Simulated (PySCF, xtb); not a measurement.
MoF6, SMILES [F][Mo]([F])([F])([F])([F])[F], multiplicity 1.

Harmonic wavenumbers (cm⁻¹) from xtb with GFN2-xTB at its own minimum, in rising order: 184, 184, 184, 318, 318, 318, 324, 324, 324, 511, 512, 568, 640, 641, 641.

**Question.** What does PBE-D3(BJ)/def2-SVP in PySCF give at its own minimum? (The exact figures need the calculation; the answer reports its results.)

**Answer.** 128, 128, 128, 251, 251, 251, 297, 297, 297, 641, 641, 707, 731, 731, 731. Paired by order, the mean absolute difference is 75 cm⁻¹ and the zero-point energies are 8.6 and 8.9 kcal/mol.
